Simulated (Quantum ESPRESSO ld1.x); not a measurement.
Tm V, configuration [Xe] 4f11. Calculated with ld1.x of Quantum ESPRESSO 7.5: non-relativistic Kohn-Sham, LDA (Slater exchange, VWN5 correlation), spin-polarised, spherical densities, point nucleus; open shells are filled with parallel spins first; relativity is left out, which matters for an element this heavy.

Normalised radial functions P(r) = r R(r), r in bohr:

r         4d down    5p up  4f down
0.003326   0.0002   0.0064   0.0000
0.003841   0.0004   0.0084   0.0000
0.0044     0.0005   0.0108   0.0000
0.005041   0.0008   0.0139   0.0000
0.005822   0.0012   0.0181   0.0000
0.00667    0.0018   0.0230   0.0000
0.007642   0.0026   0.0292   0.0000
0.008826   0.0039   0.0374   0.0000
0.01011    0.0057   0.0469   0.0000
0.01158    0.0083   0.0584   0.0001
0.01338    0.0122   0.0730   0.0001
0.01533    0.0176   0.0893   0.0002
0.01756    0.0251   0.1081   0.0004
0.02028    0.0365   0.1305   0.0007
0.02323    0.0513   0.1535   0.0011
0.02662    0.0716   0.1774   0.0018
0.03074    0.1007   0.2018   0.0030
0.03522    0.1372   0.2218   0.0048
0.04035    0.1844   0.2357   0.0076
0.0466     0.2478   0.2399   0.0123
0.05339    0.3214   0.2295   0.0191
0.06117    0.4082   0.2012   0.0293
0.07008    0.5058   0.1521   0.0444
0.08094    0.6153   0.0765   0.0677
0.09273    0.7150  -0.0141   0.0991
0.1062     0.7978  -0.1160   0.1421
0.1227     0.8479  -0.2220   0.2036
0.1406     0.8394  -0.3022   0.2791
0.161      0.7579  -0.3431   0.3732
0.186      0.5773  -0.3246   0.4928
0.2131     0.3153  -0.2390   0.6218
0.2441    -0.0226  -0.0913   0.7605
0.2819    -0.4295   0.1093   0.9073
0.323     -0.8131   0.3021   1.0333
0.3701    -1.1434   0.4518   1.1339
0.4274    -1.3832   0.5161   1.1997
0.4896    -1.4757   0.4599   1.2158
0.561     -1.4349   0.2890   1.1858
0.6478    -1.2712   0.0112   1.1091
0.7422    -1.0438  -0.2948   1.0030
0.8504    -0.7911  -0.5887   0.8752
0.9821    -0.5391  -0.8323   0.7284
1.125     -0.3430  -0.9636   0.5893
1.289     -0.1985  -0.9870   0.4582
1.477     -0.1035  -0.9129   0.3412
1.706     -0.0458  -0.7583   0.2367
1.954     -0.0185  -0.5775   0.1581
2.239     -0.0065  -0.3984   0.0988
2.585     -0.0018  -0.2391   0.0551
2.962     -0.0004  -0.1306   0.0289
3.394     -0.0001  -0.0624   0.0136
3.919     0.0000  -0.0242   0.0053
4.49      0.0000  -0.0083   0.0019

4d down: eigenvalue -228.45 eV, 1 radial node at r = 0.242 bohr, <r> = 0.570 bohr, 90 % of the charge inside 0.855 bohr. 5p up: eigenvalue -71.291 eV, 3 radial nodes at r = 0.0909, 0.261, 0.651 bohr, <r> = 1.39 bohr, 90 % of the charge inside 2.02 bohr. 4f down: eigenvalue -61.509 eV, 0 radial nodes, <r> = 0.692 bohr, 90 % of the charge inside 1.16 bohr.
